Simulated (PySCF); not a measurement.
A structure optimised at PBE-D3(BJ)/def2-SVP, used in a PySCF frequency run:

```
W
O 1 1.6750
F 1 1.8162 2 105.14
F 1 1.8162 2 105.14 3 120.00
F 1 1.8162 2 105.14 3 -120.00
```
Charge +1, spin multiplicity 1.

Task: Write its SMILES, formula and point group.

Result: [O]=[W+]([F])([F])[F], F3OW, C3v

Task: What are its rotational constants (standard atomic weights)?

Result: 3.4781, 3.4781, 2.8848 GHz
